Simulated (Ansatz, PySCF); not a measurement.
Torsion H3–C1–S2–H6 in CH4S (SMILES CS); at each angle all else is relaxed with GFN2-xTB, and the levels are single points there.
Geometry at 60° (charge 0, multiplicity 1):
```xyz
6

C     -0.5048     0.0029     0.0052
S      1.1513     0.7477    -0.1386
H     -0.6102    -0.4704     0.9764
H     -1.2155     0.8172    -0.0903
H     -0.6535    -0.7155    -0.7951
H      1.8326    -0.3843     0.0257
```

On the grid 0° to 120°, 120° is the highest and 60° the lowest point at CCSD(T)/CBS(cc-pV(T+d)Z, cc-pV(Q+d)Z).

Cores are frozen in the correlated methods. CBS(a, b) extrapolates the correlation energy as X⁻³ and adds the Hartree–Fock energy of set b.

Programs: Ansatz (a first-principles code) with Gaussian orbitals; PySCF for the dispersion terms. Values without a source in brackets are computed.

PBE/def2-TZVPP gives 48.8 meV for the energy at 120° less that at 60°.

Q: Predict the shift from PBE, with its sign, for: PBE-D3(BJ)/def2-TZVPP, r2SCAN/def2-TZVPP, PBE0/def2-TZVPP, wB97M-V/def2-TZVPP, MP2/CBS(cc-pV(T+d)Z, cc-pV(Q+d)Z), CCSD(T)/CBS(cc-pV(T+d)Z, cc-pV(Q+d)Z).

A: PBE-D3(BJ)/def2-TZVPP 0.2; r2SCAN/def2-TZVPP 3.8; PBE0/def2-TZVPP 2.5; wB97M-V/def2-TZVPP 0.4; MP2/CBS(cc-pV(T+d)Z, cc-pV(Q+d)Z) 3.3; CCSD(T)/CBS(cc-pV(T+d)Z, cc-pV(Q+d)Z) 0.7 meV. 6 of 6 lie above PBE; the widest gap is to r2SCAN/def2-TZVPP.

Measured: V3 of the three-fold top 443.029 ± 0.07 cm⁻¹ = 1.27 kcal/mol [Ozier and Moazzen-Ahmadi, CRC Handbook].
